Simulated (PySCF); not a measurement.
# Cr⁺: excitation energy

Cr⁺ [Ar] 3d5 (6S) → Cr⁺ [Ar] 3d4 4s1, s spin flipped, as a difference of total energies. Computed with PySCF 2.14 in x2c-TZVPPall with one added diffuse shell each of s, p, d, f type (7s6p5d3f1g, 80 functions), with scalar relativity by spin-free X2C-1e. Correlated levels: valence and next inner shell: [Ne] frozen. The calculations carry no spin-orbit coupling.

```
                                method  excitation energy (eV)
                                   UHF                   1.658
    MP2 (valence and next inner shell)                   2.599
SCS-MP2 (valence and next inner shell)                   1.975
```

Problem. How much does correlation contribute at MP2 (valence and next inner shell)?

Solution. 2.599 − (1.658) = 0.941 eV, measured against UHF.

The upper determinant mixes two multiplicities, so it lies between the two terms.
